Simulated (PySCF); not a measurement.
A structure optimised at PBE0-D3(BJ)/def2-SVP, used in a PySCF frequency run:

```
C
C 1 1.3546
O 2 1.3563 1 100.45
H 2 1.0949 1 139.26 3 179.90
C 3 1.4541 2 86.45 4 -179.91
H 5 1.1015 3 110.23 2 -118.90
H 5 1.1015 6 110.50 3 122.05
B 1 1.5506 2 138.16 4 0.07
O 8 1.3633 1 122.44 2 -1.40
H 9 0.9595 8 112.83 1 -0.52
O 8 1.3640 9 115.44 10 179.50
H 11 0.9594 8 112.87 9 179.65
```

Question: Write its SMILES and formula.

Answer: OB(O)C1=COC1, C₃H₅BO₃

Question: What are its rotational constants (standard atomic weights)?

Answer: 6.0551, 1.7322, 1.3590 GHz
